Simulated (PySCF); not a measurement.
Species: C₆H₅NO.
Bonds: C1–C2 (triple), C2–C3, C3–N4, N4–C5, C5–O6 (double), C5–C7, C7–C8 (triple). Hydrogens: H9 on C1; H10, H11 on C3; H12 on N4; H13 on C8.

The calculation used TDDFT B3LYP/def2-SVPD, vertical, gas phase, core orbitals frozen in the response in PySCF 2.14.0, density-fitted response routines. Geometry: GFN2-xTB, one conformer, isolated molecule. Torsions of this conformer, `[CH:1]#[C:2][CH2:3][NH:4][C:5](=[O:6])[C:7]#[CH:8]`: C2–C3–N4–C5 -120°, C3–N4–C5–O6 -4°.

Kohn–Sham orbitals with the atoms that hold most of them (Löwdin shares over 4%, at most four atoms; ? is withheld):

```json
{"orbital": "LUMO+2", "ε (eV)": "0.18", "atoms": "C7 18%, C8 17%, C2 10%, C3 10%"}
{"orbital": "LUMO+1", "ε (eV)": "0.05", "atoms": "C8 17%, C7 15%, C1 14%, H12 11%"}
{"orbital": "LUMO", "ε (eV)": "-1.35", "atoms": "?"}
{"orbital": "HOMO", "ε (eV)": "-7.61", "atoms": "?"}
{"orbital": "HOMO-1", "ε (eV)": "-7.79", "atoms": "O6 48%, N4 22%, C5 8%, C7 7%"}
{"orbital": "HOMO-2", "ε (eV)": "-8.07", "atoms": "C1 41%, C2 39%, C3 6%, H9 4%"}
{"orbital": "HOMO-3", "ε (eV)": "-8.35", "atoms": "C2 26%, C1 24%, N4 9%, C8 9%"}
```

Question: Which atoms hold the LUMO, and with what shares?

Answer: C8 (bonded to C and H) 23%; C5 (bonded to C, N and O) 21%; C7 (bonded to 2 C) 18%; O6 (bonded to C) 18%. By element: carbon 62% or more, oxygen 18%.

Question: Which atoms hold the HOMO, and with what shares?

Answer: O6 (bonded to C) 32%; N4 (bonded to 2 C and H) 19%; C1 (bonded to C and H) 14%; C2 (bonded to 2 C) 13%. By element: oxygen 32%, carbon 27% or more, nitrogen 19%.

Question: How does S1 compare with the orbital gap of 6.26 eV?

Answer: S1 is at 4.86 eV (f = 0.0006), 1.40 eV below the gap, made of HOMO-1→LUMO (52%), HOMO→LUMO (43%). Its leading pair isn't HOMO and LUMO; the energies of that pair differ by 6.44 eV. Without the coupling terms of the response equations the lowest excitation would equal the gap.

Next come S2 at 5.74 eV (f 0.050), HOMO-5→LUMO (31%), HOMO-3→LUMO (27%), HOMO→LUMO (25%); S3 at 5.85 eV (f 0.076), HOMO→LUMO (27%), HOMO-5→LUMO (26%), HOMO-1→LUMO (19%); S4 at 6.05 eV (f 0.042), HOMO-2→LUMO (76%); S5 at 6.15 eV (f 0.035), HOMO-4→LUMO (61%).

Löwdin shares depend on the basis, the more so with diffuse functions.

On one thread of an Arm Neoverse N1, no GPU (shared host), this took 57 s (grids of density and orbitals included) and 0.83 GiB of memory at its peak.
